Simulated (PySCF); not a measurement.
Species: C7H13NO.
Cartesian coordinates in Å at the PBE0-D3(BJ)/def2-SVP level; atoms count from 1:
```
atom  x, y, z in Å
C1    -2.8944   -1.1899   -0.6005
C2    -1.6930   -0.6135   -0.5299
C3    -1.4681    0.4961    0.4488
O4    -2.3594    0.8497    1.2036
N5    -0.2294    1.0837    0.4628
C6     0.0289    2.1105    1.4436
C7     0.8765    0.7079   -0.3924
C8     1.7290   -0.4306    0.1585
C9     2.9215   -0.7505   -0.7267
H10   -3.6977   -0.8383    0.0535
H11   -3.0979   -2.0075   -1.2957
H12   -0.8819   -0.9619   -1.1717
H13   -0.8625    2.2151    2.0727
H14    0.8920    1.8459    2.0770
H15    0.2414    3.0780    0.9569
H16    0.5101    0.4559   -1.3990
H17    1.5044    1.6041   -0.5308
H18    1.0922   -1.3232    0.2799
H19    2.0684   -0.1632    1.1733
H20    2.6026   -1.0458   -1.7395
H21    3.5885    0.1201   -0.8337
H22    3.5190   -1.5769   -0.3148
```

Jobs on this species (22 atoms, 70 electrons) with PySCF (density fitting). Hardware of each: one thread of an Arm Neoverse V2, no GPU (shared host). Times come from a shared host and carry two figures at best.

```json
{"level and settings": "PBE0/pcSseg-1, IEF-PCM methanol", "work": "shieldings", "basis functions": "218", "SCF cycles": "?", "wall time": "?"}
{"level and settings": "PBE0-D3(BJ)/def2-SVP, grid level 1", "work": "geometry optimisation from a GFN2-xTB start", "basis functions": "191", "SCF cycles": "78", "wall time": "3.5 min"}
{"level and settings": "PBE0/pcSseg-1, IEF-PCM chloroform", "work": "shieldings, charges and field gradients", "basis functions": "218", "SCF cycles": "14", "wall time": "44 s"}
```

Q: Fill in the missing figures.

A: 
- PBE0/pcSseg-1, IEF-PCM methanol; shieldings: 41 s, 14 SCF cycles

Q: What do all jobs in the table cost together?

A: About 4.9 min; the longest takes about 71 % of that, and about 5.1 times as long as the shortest.
